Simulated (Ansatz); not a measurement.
Coupled-cluster run, CH5O2Si, SMILES `C[Si](O)O` radical.

```yaml
crystal:
  periodic: [false, false, false]
  atoms:
    - {symbol: C, position_ang: [-0.744216, 0.489581, -0.962922]}
    - {symbol: Si, position_ang: [0.678049, 0.059085, 0.166735]}
    - {symbol: O, position_ang: [0.996538, -1.529568, -0.123242]}
    - {symbol: O, position_ang: [0.273750, 0.178711, 1.769616]}
    - {symbol: H, position_ang: [-0.468242, 0.323008, -2.005819]}
    - {symbol: H, position_ang: [-1.039727, 1.533439, -0.843260]}
    - {symbol: H, position_ang: [-1.597662, -0.150289, -0.717788]}
    - {symbol: H, position_ang: [1.561691, -1.976189, 0.509823]}
    - {symbol: H, position_ang: [0.428322, 1.025823, 2.189859]}
basis:
  gaussian: {orbitals: def2-SVP}
magnetization: {spin_polarized: true, initial_magnetization: 1}
correlation: {method: ccsd_t}
scf: {omitted_lower_state_checks: [cluster_reference]}
```

```sh
$ ansatz run in.yaml --threads 4 --pin off --events-out ev --progress --plain --max-ram 10444MiB
```

The program prints (abridged):

```
Functional definition: HF
831 factors; integrals over basis functions are off by at most 1.3e-3 eV
mean field evaluation 1: about -13036.6808 eV, gradient 3.2e1 eV
mean field evaluation 2: about -13036.6825 eV, gradient 3.2e1 eV
mean field evaluation 4: about -13041.1094 eV, gradient 2.7e0 eV
mean field evaluation 8: about -13041.1912 eV, gradient 1.5e-1 eV
mean field -13041.19172054 eV, -479.2549560927 hartree, gradient 2.3e-6 eV, S^2 0.753348; 0 other end points of the search recorded, 0 dependent functions left out
8 core orbitals not correlated: weight in the atoms' cores, before any rotation towards them, 1.000 or more for the frozen orbitals, at most 0.000 for the correlated occupied ones
reference -13041.19172054 eV, -479.2549560927 hartree; 13, 12 occupied and 64, 65 virtual orbitals, 831 factors
second order -16.23843819 eV of doubles, -0.00000000 eV of singles
cycle   1  -16.66230176 eV  change   -4.2e-1 eV  update   8.8e-2
cycle   2  -17.03524320 eV  change   -3.7e-1 eV  update   2.6e-2
cycle   3  -17.14116223 eV  change   -1.1e-1 eV  update   1.5e-2
cycle   4  -17.13918591 eV  change    2.0e-3 eV  update   4.5e-3
cycle   5  -17.13721631 eV  change    2.0e-3 eV  update   2.2e-3
cycle   6  -17.13742108 eV  change   -2.0e-4 eV  update   7.9e-4
cycle   7  -17.13742178 eV  change   -6.9e-7 eV  update   3.0e-4
cycle   8  -17.13746170 eV  change   -4.0e-5 eV  update   1.2e-4
cycle   9  -17.13748589 eV  change   -2.4e-5 eV  update   5.0e-5
cycle  10  -17.13747131 eV  change    1.5e-5 eV  update   2.0e-5
perturbative correction -0.39332003 eV, -0.0144542447 hartree
Total energy: -13058.72251189 eV, -479.8992007918 hartree
Checks for a lower state left out: cluster_reference
```

It took 5.5 s on 4 threads of an Arm Neoverse V2 on a shared host, with 0.55 GiB of host memory at the peak.

The correlation energy is -17.531 eV, 2.2 % of it from (T); the T1 diagnostic reads 0.0133.
